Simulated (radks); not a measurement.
The numbers below are computed, except where a source is named.
Initial-state core-level shifts of neutral sulfur when its valence configuration changes from [Ne] 3s2 3p4. Level of theory: non-relativistic Kohn-Sham, TPSS, spin-polarised, spherical densities, point nucleus; open shells are filled with parallel spins first; meta-GGA in the generalised Kohn-Sham scheme (a radial shooting solver on a logarithmic mesh with Libxc functionals). Shifts are changes of the shell-averaged eigenvalues in eV (positive: less bound); the change of the density at the nucleus, which sets a Mossbauer isomer shift, is in e/bohr^3, on a base of 2672.

valence          1s      2s      2p  density at nucleus
3s1.5 3p4.5  -0.788  -0.761  -0.760             -4.1681
3s1 3p5      -1.581  -1.526  -1.523             -8.3150
3p6          -3.167  -3.040  -3.033            -17.2176
